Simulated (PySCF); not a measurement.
3-ethenylsiletane (C5H10Si), SMILES C=CC1C[SiH2]C1. The structure is a stationary point at PBE-D3(BJ)/def2-SVP. One conformer was computed; it need not be the lowest.

Computed equilibrium geometry at PBE-D3(BJ)/def2-SVP (PySCF confirms it by a frequency run) as a Z-matrix, and its point group (one conformer of several):
point group Cs.
```
C
H 1 1.1123
C 1 1.4996 2 108.71
C 3 1.3447 1 125.72 2 0.00
H 4 1.1012 3 121.74 1 180.00
H 4 1.1032 5 117.04 3 180.00
H 3 1.1076 4 119.25 5 0.00
C 1 1.5709 2 108.22 3 -126.50
H 8 1.1065 1 116.12 2 36.85
H 8 1.1115 9 108.37 1 -124.65
C 1 1.5709 2 108.22 3 126.50
H 11 1.1065 1 116.12 2 -36.85
H 11 1.1115 12 108.37 1 124.65
Si 8 1.9085 9 123.26 10 -130.62
H 14 1.5061 8 113.67 9 -28.45
H 14 1.5071 15 108.80 8 -136.67
```
Charge 0, spin multiplicity 1.
